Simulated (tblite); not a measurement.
Start geometry of `C#C[SiH]C[Si@@H](F)NC` [radical] from a force field or distance geometry (Å):
```
atom  x, y, z in Å
C1     3.304    1.876    0.669
C2     2.497    1.041    1.060
Si3    1.324   -0.199    1.691
C4     0.843   -1.353    0.354
Si5   -0.574   -0.896   -0.700
F6    -1.881   -1.911   -0.300
N7    -1.129    0.773   -0.558
C8    -2.556    0.732   -0.220
H9     4.006    2.597    0.326
H10    1.979   -0.946    2.772
H11    0.576   -2.338    0.861
H12    1.733   -1.596   -0.280
H13   -0.203   -1.201   -2.085
H14   -1.094    1.204   -1.524
H15   -3.168    1.039   -1.126
H16   -2.888   -0.278    0.111
H17   -2.778    1.466    0.564
```

What comes out of this run: GFN2-xTB geometry optimisation, gas phase (tblite 0.8.0)?

```
atom  x, y, z in Å
C1     2.256    2.200    0.820
C2     2.061    1.036    1.081
Si3    1.578   -0.656    1.583
C4     0.980   -1.697    0.112
Si5   -0.771   -1.252   -0.433
F6    -1.808   -1.824    0.672
N7    -0.936    0.446   -0.352
C8    -2.187    1.140   -0.541
H9     2.463    3.202    0.574
H10    2.610   -1.298    2.400
H11    0.993   -2.750    0.388
H12    1.674   -1.588   -0.721
H13   -1.221   -1.923   -1.653
H14   -0.139    1.024   -0.571
H15   -2.381    1.376   -1.594
H16   -2.993    0.507   -0.178
H17   -2.188    2.069    0.030
```

The energy falls by 1.040 eV over 226 L-BFGS steps, the largest force on an atom goes from 2.79 to 0.007 eV/Å, and the atoms move by 0.913 Å rms after alignment. The bond that changes most is Si5–F6 (ends: silicon bonded to C, F, N and H; fluorine bonded to Si), which shortens by 0.084 Å. Bonds longer at the end by more than 0.005 Å: 3 of 16; shorter: 11. Among the angles that change most is Si5–N7–C8, from 107.4° to 123.7°. Among the dihedrals that turn most is H13–Si5–N7–H14, from 1° to -97°. Rotational constants go from 2342, 766.7, 669.0 to 1835, 992.7, 724.9 MHz. The orientation of the end geometry is arbitrary; only internal coordinates are fixed.

On an Arm Neoverse V2 with one thread, on a shared host, this took 1.6 s wall.

Its GFN2-xTB frequencies are all real (lowest 28 cm⁻¹). 3 starts were optimised and ended at 0.00, 1.36 and 1.47 kcal/mol (GFN2-xTB); the lowest of these is shown.

One conformer stands for the species.

The numbers are calculated, not measured.
